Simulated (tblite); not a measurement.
Species: C₄H₁₀O₂Si (charge +1 and doublet state).
Z-matrix (Å and degrees, GFN2-xTB geometry), rows numbered from 1:
```
C 
C   1  1.4984
C   2  1.5151  1  113.14
C   3  1.5392  2  110.79  1   -58.81
O   4  1.2067  3  121.63  2    32.56
O   4  1.2870  3  112.63  2  -148.56
Si  6  1.7149  4  129.12  3  -176.79
H   1  1.0896  2  113.23  3   -60.92
H   1  1.1165  2  106.33  3    53.94
H   1  1.0869  2  112.97  3   171.69
H   2  1.0944  1  111.04  3  -125.44
H   2  1.1020  1  108.97  3   118.85
H   3  1.0900  2  112.68  1   179.71
H   3  1.0953  2  111.52  1    57.29
H   7  1.4580  6  106.91  4    63.83
H   7  1.4664  6   91.81  4  -179.34
H   7  1.4562  6  106.84  4   -60.28
```

All values are computed: GFN2-xTB (tblite) harmonic vibrations without scaling, gas phase. The method is semi-empirical: single wavenumbers can be off by several per cent or more. Modes of hydrogen on silicon can be 10 to 20 % off. One conformer, not necessarily the lowest. Open shells enter through the occupations alone, without spin polarisation, and single modes of such species can be off by tens of per cent.

Harmonic wavenumbers (cm⁻¹): 47.1, 59.8, 107.7, 153.3, 205.2, 271.8, 291.3, 332.7, 418.3, 439.8, 492.8, 554.6, 591.9, 631.3, 673.3, 690.8, 757.2, 772.5, 859.1, 884.3, 928.3, 970.4, 1027.9, 1045.5, 1123.7, 1147.8, 1164.1, 1241.8, 1251.9, 1304.0, 1330.9, 1364.7, 1402.0, 1425.4, 1672.1, 2206.2, 2298.4, 2327.6, 2678.7, 2849.9, 2945.0, 2963.6, 3015.6, 3017.1, 3054.3.

A = 6477, B = 1017, C = 918.0 MHz; mass 118.045 u (most abundant isotopes); point group C1, symmetry number 1; spin multiplicity 2.

Question: What is the zero-point energy?

Answer: ½Σν̃ = 27496 cm⁻¹ = 78.61 kcal/mol.

Question: Entropy at 273.15 K, 1 bar (ideal gas, RRHO, classical rotation)?

Answer: Translation 39.80, rotation 28.10, vibration 25.23, spin (R ln 2) 1.38: S = 94.5 cal/(mol K).

Question: And Cp and H(273.15 K) − H(0)?

Answer: Cp = 34.93 cal/(mol K), of which vibrations give 26.98 (their classical limit is 45 R = 89.4); H(273.15 K) − H(0) = 5.83 kcal/mol without the zero-point energy, 3.66 from vibrations.

Question: How do the functions run with temperature in this model?

Answer: 
| T (K) | S (cal/(mol K)) | Cp (cal/(mol K)) | H − H(0) (kcal/mol) | G − H(0) (kcal/mol) | ln q(vib) |
| --- | --- | --- | --- | --- | --- |
| 150 | 77.6 | 22.7 | 2.28 | -9.36 | 2.93 |
| 250 | 91.5 | 32.6 | 5.05 | -17.83 | 5.39 |
| 298.15 | 97.7 | 37.3 | 6.73 | -22.39 | 6.57 |
| 400 | 109.9 | 46.4 | 11.01 | -32.97 | 9.09 |
| 600 | 131.4 | 59.7 | 21.70 | -57.17 | 13.93 |
| 900 | 158.3 | 72.3 | 41.66 | -100.76 | 20.70 |

q(vib) and H(0) count from the zero-point level.

Question: Blend soft modes into free rotors: weight 1/[1 + (100 cm⁻¹/ν̃)⁴] for the oscillator and the rest for a rotor with moment μB/(μ + B), μ = h/(8π²ν), B = 10⁻⁴⁴ kg m². What vibrational entropy results?

Answer: 22.96 cal/(mol K) in place of 25.23, which changes −T·S at 273.15 K by +0.62 kcal/mol.

Question: Which modes carry the vibrational entropy at 273.15 K?

Answer: 47.1 cm⁻¹: 4.76; 59.8 cm⁻¹: 4.29; 107.7 cm⁻¹: 3.14; 153.3 cm⁻¹: 2.47; 205.2 cm⁻¹: 1.93; 271.8 cm⁻¹: 1.44 cal/(mol K); the other 39 give 7.21 together.

Question: What must be added to the electronic energy to get the Gibbs energy at 273.15 K and 1 bar?

Answer: ZPE + [H(273.15 K) − H(0)] − T·S = 78.61 + 5.83 − 25.82 = 58.62 kcal/mol.

Hindered rotation and anharmonicity are outside this model. Other conformers, if any are populated, would add a mixing term that is left out. The structure is chiral; the term R ln 2 for an equal mix with its mirror image is left out.
